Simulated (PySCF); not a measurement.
Mg(I)(SMe) (CH3IMgS), SMILES [Mg]([I])[S]C.

Geometry optimised at B3LYP-D3(BJ)/def2-SVP. The structure was generated by enumeration; whether it is a known compound was not checked. The def2 effective core potentials stand for the cores of I; spin–orbit coupling is left out. One conformer was computed; it need not be the lowest.

Computed with TDDFT-B3LYP/def2-SVPD (PySCF).

Vertical excitations. Gas-phase values at a fixed geometry. State labels are in the subgroup Cs.

Computed excitation energies, oscillator strengths and character:
```tsv
state	symmetry	energy (eV)	λ (nm)	f	main pairs
S1	A"	3.70	335	0.012	HOMO→LUMO 99 %
S2	A"	4.36	284	0.000	HOMO→LUMO+1 99 %
S3	A'	4.58	271	0.030	HOMO−2→LUMO 98 %
S4	A"	4.58	271	0.036	HOMO−1→LUMO 99 %
S5	A'	4.79	259	0.060	HOMO−3→LUMO 60 %, HOMO→LUMO+2 38 %
S6	A'	5.30	234	0.132	HOMO−3→LUMO+1 35 %, HOMO→LUMO+2 28 %, HOMO−2→LUMO+1 18 %, HOMO−3→LUMO 16 %
S7	A"	5.34	232	0.000	HOMO−1→LUMO+1 99 %
S8	A'	5.41	229	0.038	HOMO−3→LUMO+1 62 %, HOMO−2→LUMO+1 15 %, HOMO→LUMO+2 13 %
S9	A'	5.48	226	0.221	HOMO−2→LUMO+1 53 %, HOMO→LUMO+2 18 %, HOMO−3→LUMO 14 %, HOMO−1→LUMO+2 10 %
S10	A"	5.75	216	0.000	HOMO−2→LUMO+2 99 %
T1	A"	3.47	358	0	HOMO→LUMO 98 %
T2	A"	4.17	297	0	HOMO→LUMO+1 95 %
T3	A'	4.26	291	0	HOMO−3→LUMO 87 %
T4	A"	4.34	285	0	HOMO−1→LUMO 99 %
```
Triplets are in the Tamm–Dancoff approximation, which puts them higher than full response would, so one can lie above its singlet here.
